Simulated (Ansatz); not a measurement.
```yaml
crystal:
  periodic: [false, false, false]
  atoms:
    - {symbol: Al, position_ang: [1.519864, 1.348824, -0.828627]}
    - {symbol: Al, position_ang: [-0.347281, -0.646203, 0.654994]}
    - {symbol: Te, position_ang: [2.114051, 0.058380, 1.344389]}
    - {symbol: Te, position_ang: [-0.146919, -0.357395, -2.196105]}
    - {symbol: Te, position_ang: [-1.948388, -2.172881, 1.673319]}
    - {symbol: Te, position_ang: [-1.191337, 1.769276, -0.647981]}
basis:
  gaussian: {orbitals: def2-TZVPD, initial_orbitals: start.molden}
total_charge: -1
magnetization: {spin_polarized: true, initial_magnetization: 1}
hamiltonian: {xc: pbe0, dispersion: d4}
scf: {omitted_lower_state_checks: [starts]}
output: {orbitals: {seedname: orbitals}}
```

The file start.molden holds the orbitals of an earlier run on this structure, at another level or in another basis.

```sh
$ ansatz run in.yaml --threads 4 --pin off --events-out ev --progress --plain --max-ram 4787MiB
```

(1) Does this run fit into the memory that it is given?

Results:

(1) No. It has 322 basis functions, and Ansatz plans for 4.89 GiB where 4.67 GiB are given.
